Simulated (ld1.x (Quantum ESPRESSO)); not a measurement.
**Configuration tests for Pt (Z = 78) (PAW)**

```
Element                 : platinum (Pt)
Generator               : ld1.x (Quantum ESPRESSO) 7.5
Type                    : PAW
Functional              : PBE
Relativity              : scalar-relativistic
Frozen core             : [Xe] 4f14
Valence charge          : 10
Reference configuration : 5d9 6s0.5 6p0.5
Partial waves           : 6s (bound): rcut 2.25, rcutus 2.45 bohr; 6s channel at 0.25 Ry: rcut 2.25, rcutus 2.45 bohr; 6p (bound): rcut 2.20, rcutus 2.80 bohr; 6p channel at 0.65 Ry: rcut 2.20, rcutus 2.80 bohr; 5d (bound): rcut 1.70, rcutus 2.15 bohr; 5d channel at 0.15 Ry: rcut 1.70, rcutus 2.15 bohr
Local potential         : all-electron potential smoothed inside 2.25 bohr (lloc = -1)
Core correction         : a·sin(br)/r model core, default radius (ld1.x builds one for every PAW set, though the input has nlcc=.false.)
Augmentation charge     : BESSEL, radius 1.85 bohr
```

Energies are relative to the spin-unpolarised reference configuration 5d9 6s0.5 6p0.5; without spin polarisation the order of configurations can differ from experiment.

**Question.** Give the all-electron excitation energy and the error of the potential for: 5d9 6s1 6p0; 5d9 6s0 6p0; 5d8 6s0 6p0; 5d8 6s1 6p0; 5d8 6s1 6p1; 5d9 6s0 6p1; 5d6 6s0 6p0.

**Answer.**

```csv
valence configuration,charge,ΔE all-electron (eV),error AE − PS (meV)
5d9 6s1 6p0,0,-2.460,+1.2
5d9 6s0 6p0,+1,6.734,+0.4
5d8 6s0 6p0,+2,26.699,-52
5d8 6s1 6p0,+1,8.707,-28
5d8 6s1 6p1,0,4.108,-22
5d9 6s0 6p1,0,2.589,-0.7
5d6 6s0 6p0,+4,104.569,-819
```

Levels in the configuration 5d9 6s0 6p0:

| level | all-electron (eV) | pseudo (eV) |
| --- | --- | --- |
| 5d | -14.304 | -14.301 |
